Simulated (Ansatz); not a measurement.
Reaction (atomization): `B/C=C(/C)F` → B• + 3 C• + F• + 6 H•

Program: Ansatz. Geometries: PBE0-D4/def2-TZVP. ΔE: electronic, gas phase. CCSD(T)/CBS is the MP2 limit (def2-TZVPP, def2-QZVPP) plus CCSD(T) − MP2 in def2-TZVPP, frozen cores. This one scheme is used for every species, atoms too. Functionals use def2-TZVPP. B3LYP here is the variant with VWN-RPA as its local correlation; programs differ in this. Open shells (•) are unrestricted, without spin–orbit coupling. Spin–orbit coupling would lower the free atoms: a little for B, C, F.

`B/C=C(/C)F`:

Z-matrix (Å, degrees):
```
C
C 1 1.479
H 1 1.094 2 109.8
H 1 1.094 2 109.9 3 117.6
H 1 1.088 2 111.1 3 -121.2
C 2 1.342 1 128.4 3 120.9
F 2 1.333 1 111.1 3 -59.1
B 6 1.522 2 124.4 1 -180.0
H 6 1.086 2 114.0 1 0.0
H 8 1.197 6 119.9 2 179.9
H 8 1.195 6 120.9 2 -0.1
```

CCSD(T)/CBS gives +1048.5 kcal/mol.

**Question.** Another level gave +1059.6 kcal/mol. Which?
A. r2SCAN/def2-TZVPP
B. CAM-B3LYP-D4/def2-TZVPP
C. B3LYP-D4/def2-TZVPP
D. LC-ωPBE/def2-TZVPP

**Answer.** A. r2SCAN 1059.6, LC-ωPBE 1054.3, B3LYP-D4 1056.6, CAM-B3LYP-D4 1060.9 kcal/mol.

Largest T1 diagnostic among the species: 0.014.

The D4 term adds +6.6 kcal/mol with B3LYP and +3.5 kcal/mol with PBE0; it sums over pairs of atoms, weighted by their polarisabilities, and B3LYP, whose exchange is more repulsive, gets the larger term. From r2SCAN to r2SCAN0 (25 % exact exchange), in def2-TZVPP and without D4, ΔE moves by −15.5 kcal/mol: exact exchange takes away binding that semilocal exchange gives to molecules.

For atomizations the MP2-based limit and the directly extrapolated one differ by several kJ/mol either way, and by 10 to 25 for some Ge, Se and Sn compounds, so smaller differences from it don't rank the levels.
